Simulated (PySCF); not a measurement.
CdH2OSe, SMILES [OH][Cd][SeH].

Geometry optimised at B3LYP-D3(BJ)/def2-TZVP. The def2 effective core potentials stand for the cores of Cd; spin–orbit coupling is left out. The values are those of a single conformer.

The numbers are results of IEF-PCM-ωB97X/def2-SVP in PySCF, not measurements.

The values are the electrostatic part of the solvation free energy, E(continuum) − E(gas) at the gas-phase geometry, in a cavity of scaled van der Waals radii (PySCF's table); cavitation and dispersion terms are not included. A continuum can't describe solvent molecules that bind to the metal. In vacuum the orbital gap is 9.66 eV. The dipole moment in vacuum is 1.57 D.

```tsv
solvent	ε	ΔG(elec) (kcal/mol)	dipole (D)	gap (eV)
water	78.36	-16.0	2.18	10.22
dichloromethane	8.93	-13.4	2.05	10.12
dimethylsulfoxide	46.83	-15.8	2.16	10.21
```
